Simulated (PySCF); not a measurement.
Cl2H2InN. Atoms are numbered in the order given.

```xyz
6

In     0.0188     0.2479     0.0000
Cl    -0.0148    -0.9817     1.9839
Cl    -0.0148    -0.9817    -1.9839
N     -0.1263     2.2559     0.0000
H      0.2337     2.7196    -0.8306
H      0.2337     2.7196     0.8306
```

Geometry: PBE0-D3(BJ)/def2-SVP. The def2 effective core potentials stand for the cores of In; spin–orbit coupling is left out. One conformer was computed; it need not be the lowest.

These are HF/def2-TZVP (PySCF) values and carry that method's errors.

Isolated molecule, no solvent.

Computed frontier levels, gap, dipole moment and polarisability:
```
Quantity                                                                                                        Value
---------------------------------------------------------------------------------------------  ----------------------
highest occupied level                                                                                      -11.45 eV
lowest empty level                                                                                            0.98 eV
orbital gap                                                                                                  12.43 eV
dipole moment                                                                                                  3.09 D
quadrupole, principal values (traceless, Buckingham form, about the centre of nuclear charge)  -8.19, -1.65, 9.84 D·Å
mean static polarisability                                                                       59.2 bohr³ (8.77 Å³)
polarisability, principal values                                                               42.8, 65.4, 69.4 bohr³
```
